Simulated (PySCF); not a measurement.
# Electron correlation in He (helium, neutral)

1s2, closed-shell 1S. Computed with PySCF 2.14 in jorge-DZP-DKH, with the spin-free X2C one-electron Hamiltonian (Gaussian nucleus). Frozen: nothing; 2 electrons correlated.

Total MP2 correlation energy: -25.87 mhartree.

Same-spin part 0.00 and opposite-spin part -25.87 mhartree; SCS-MP2 scales them by 1/3 and 6/5 to -31.04 mhartree.

With two correlated electrons CCSD is exact within the correlated space (frozen core and kept virtual orbitals).

```csv
level,correlation energy (mhartree)
CCSD,-32.37
```

Diagnostics: T1 = 0.00028, D1 = 0.0004, largest double amplitude 0.065.

Cost of the coupled-cluster step: 0.05 s of wall time on 1 thread of Neoverse-N1 (shared host), for 2 correlated electrons.
